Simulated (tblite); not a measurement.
Compound: C₅H₇F₂NO₂.
SMILES with atom numbers: `[CH3:1]/[N:2]=[CH:3]\[C@@H:4]1[O:5][C@H:6]1[O:7][CH:8]([F:9])[F:10]` (hydrogens: H11, H12, H13 on C1; H14 on C3; H15 on C4; H16 on C6; H17 on C8)

Computed geometry: GFN2-xTB, gas phase.

Problem. What internal coordinates does the optimisation give?

Solution. 
```json
{"bond": "C1–N2", "length (Å)": "1.429"}
{"bond": "N2=C3", "length (Å)": "1.252"}
{"bond": "C3–C4", "length (Å)": "1.491"}
{"bond": "C4–O5", "length (Å)": "1.421"}
{"bond": "O5–C6", "length (Å)": "1.370"}
{"bond": "C6–O7", "length (Å)": "1.392"}
{"bond": "O7–C8", "length (Å)": "1.357"}
{"bond": "C8–F9", "length (Å)": "1.361"}
{"bond": "C8–F10", "length (Å)": "1.335"}
{"bond": "C4–C6", "length (Å)": "1.475"}
{"bond": "C1–H11, C1–H12, C1–H13", "length (Å)": "1.092"}
{"bond": "C3–H14", "length (Å)": "1.085"}
{"bond": "C4–H15", "length (Å)": "1.087"}
{"bond": "C6–H16", "length (Å)": "1.085"}
{"bond": "C8–H17", "length (Å)": "1.105"}
```

Bonds in one row agree within 0.01 Å and their mean is given. A selection of angles:
```json
{"angle": "C1–N2–C3", "degrees": "124.3"}
{"angle": "N2–C3–C4", "degrees": "128.7"}
{"angle": "C3–C4–O5", "degrees": "116.7"}
{"angle": "C3–C4–C6", "degrees": "120.3"}
{"angle": "O5–C4–C6", "degrees": "56.4"}
{"angle": "C4–O5–C6", "degrees": "63.8"}
{"angle": "O5–C6–O7", "degrees": "120.0"}
{"angle": "C4–C6–O5", "degrees": "59.8"}
{"angle": "C4–C6–O7", "degrees": "123.1"}
{"angle": "C6–O7–C8", "degrees": "117.3"}
{"angle": "O7–C8–F9", "degrees": "111.1"}
{"angle": "O7–C8–F10", "degrees": "108.4"}
{"angle": "F9–C8–F10", "degrees": "106.0"}
```

Torsions: C1–N2–C3–C4 -1° (synperiplanar); N2–C3–C4–O5 -176° (antiperiplanar); C3–C4–O5–C6 -110° (anticlinal); C4–O5–C6–O7 -113° (anticlinal); O5–C6–O7–C8 23° (synperiplanar); C6–O7–C8–F9 88° (synclinal); C3–C4–C6–O5 104° (anticlinal).

Of the pairs four or more bonds apart, O5···H17 is among the closest relative to their van der Waals radii: 2.35 Å, 86 % of the sum of Bondi's values. O7 (ether oxygen) is bent (angle 117.3°). The 4 C–O bonds span 1.357 Å (O7–C8, drawn single) to 1.421 Å (C4–O5, drawn single), a spread of 0.064 Å. The C–F distances run from 1.335 Å (C8–F10, drawn single) to 1.361 Å (C8–F9, drawn single), a spread of 0.026 Å. The 3-membered ring C4–O5–C6 has internal angles of 56.4° to 63.8°. The C–N distances run from 1.252 Å (N2=C3, drawn double) to 1.429 Å (C1–N2, drawn single), a spread of 0.177 Å.

Point group: C1 (no symmetry element, even within 0.4 Å). Its GFN2-xTB frequencies are all real (lowest 34 cm⁻¹). The numbers are those of one conformer. 3 starts were optimised and ended at 0.00, 0.05 and 0.94 kcal/mol (GFN2-xTB); the lowest of these is shown.
